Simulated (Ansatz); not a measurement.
Input for Ansatz (development build ahead of 0.2.0):

```yaml
crystal:
  periodic: [false, false, false]
  atoms:
    - { symbol: Ge, position_ang: [-0.03024, 0.02223, 0.01995] }
    - { symbol: H, position_ang: [0.76081, 0.78162, 0.78633] }
    - { symbol: H, position_ang: [0.78661, -0.72707, -0.74971] }
    - { symbol: H, position_ang: [-0.71612, 0.76926, -0.74333] }
    - { symbol: H, position_ang: [-0.76937, -0.71601, 0.74387] }
basis:
  gaussian: { orbitals: def2-SVP }
hamiltonian:
  xc: hf
```

The input is written out in the form of the current development build from the run's settings.

Output:

```json
{
  "Converged": "yes",
  "Total energy": "-2077.30860 hartree",
  "Spin squared of the determinant": "0.000"
}
```

Caution: no unrestricted run beside it, a lower state can exist.
